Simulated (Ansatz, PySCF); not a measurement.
Gas-phase reaction in SMILES: C[Si](C)(O)O + 3 [SiH4] (SiH4) -> 2 C[SiH3] + 2 O[SiH3]
Geometries: B3LYP-D3(BJ)/def2-TZVP minima from Ansatz (an electronic-structure program), one conformer each, not searched for the lowest.

Quantity: bond separation energy (enthalpy at 298 K, with B3LYP-D3(BJ) rigid-rotor harmonic-oscillator terms from PySCF), in kJ/mol. Correlated levels leave the core frozen unless marked. No spin-orbit coupling. Non-relativistic. Basis-set limits of correlation are two-point, X^-3; Hartree-Fock from the larger set. The bracket is a focal-point correction in the basis named.

```csv
level,program,bond separation energy (kJ/mol)
B97M-V/def2-TZVPD,Ansatz,[?]
B2GP-PLYP/def2-TZVPD,Ansatz,49.8
"RI-MP2/CBS(cc-pV(T+d)Z,cc-pV(Q+d)Z)+[CCSD(T)-MP2]/cc-pV(T+d)Z",Ansatz,[?]
```

**Question.** What belongs in the gaps?

**Answer.** 
- B97M-V/def2-TZVPD, bond separation energy (kJ/mol): 55.8
- RI-MP2/CBS(cc-pV(T+d)Z,cc-pV(Q+d)Z)+[CCSD(T)-MP2]/cc-pV(T+d)Z, bond separation energy (kJ/mol): 53.0
